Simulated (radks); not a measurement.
Task: All-electron atom: Ga11+ in [Ar] 3d2 (the NIST ground configuration). Method: scalar-relativistic Kohn-Sham, LDA (Slater exchange, Perdew-Wang correlation), spin-polarised, spherical densities, point nucleus; open shells are filled with parallel spins first; computed with a radial shooting solver on a logarithmic mesh with Libxc functionals. Some entries of the table are withheld. Estimate them.

orbital,occ.,eigenvalue (eV),<r^2> (bohr^2)
1s up,1,-10528.67,0.003189
1s down,1,-10528.63,0.003189
2s up,1,-1585.188,0.05589
2s down,1,-1582.435,0.05577
2p up,3,-1423.096,0.04446
2p down,3,-1420.984,0.04433
3s up,1,-429.9099,0.4045
3s down,1,-425.9145,0.4068
3p up,3,-379.4305,(1)
3p down,3,-375.4332,(2)
3d up,2,-299.8739,(3)
3d down,0,-295.4833,(4)

Result: 
(1) 3p up <r^2> (bohr^2): 0.4109
(2) 3p down <r^2> (bohr^2): 0.4138
(3) 3d up <r^2> (bohr^2): 0.3806
(4) 3d down <r^2> (bohr^2): 0.3855
